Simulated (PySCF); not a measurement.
C2H7S, SMILES [SH+](C)C, charge +1.

Geometry: B3LYP-D3(BJ)/def2-SVP. The isomer is the one that the SMILES or the coordinates give; other isomers of the formula were not compared.

Method: TDDFT-PBE/def2-SVPD (PySCF 2.14.0).

Vertical excitations. Isolated molecule, no solvent. State labels are in the subgroup Cs.

| state | symmetry | energy (eV) | λ (nm) | f | main pairs |
|---|---|---|---|---|---|
| S1 | A' | 7.67 | 162 | 0.023 | HOMO→LUMO 94 % |
| S2 | A" | 7.95 | 156 | 0.042 | HOMO→LUMO+1 94 % |
| S3 | A' | 8.41 | 147 | 0.019 | HOMO→LUMO+2 96 % |
| S4 | A" | 8.73 | 142 | 0.024 | HOMO−1→LUMO 91 % |
| S5 | A' | 9.08 | 137 | 0.001 | HOMO−1→LUMO+1 96 % |
| S6 | A' | 9.15 | 136 | 0.007 | HOMO−2→LUMO 96 % |
| S7 | A" | 9.29 | 133 | 0.009 | HOMO−2→LUMO+1 57 %, HOMO−3→LUMO 36 % |
| S8 | A" | 9.34 | 133 | 0.029 | HOMO−3→LUMO 60 %, HOMO−2→LUMO+1 25 %, HOMO−1→LUMO+2 11 % |
| S9 | A' | 9.59 | 129 | 0.005 | HOMO−3→LUMO+1 91 % |
| S10 | A' | 9.71 | 128 | 0.009 | HOMO→LUMO+3 90 % |
| T1 | A' | 6.68 | 186 | 0 | HOMO→LUMO 98 % |
| T2 | A" | 6.88 | 180 | 0 | HOMO→LUMO+1 98 % |
| T3 | A' | 7.84 | 158 | 0 | HOMO→LUMO+2 95 % |
| T4 | A" | 8.44 | 147 | 0 | HOMO−1→LUMO 96 % |
Triplets are in the Tamm–Dancoff approximation, which puts them higher than full response would, so one can lie above its singlet here.
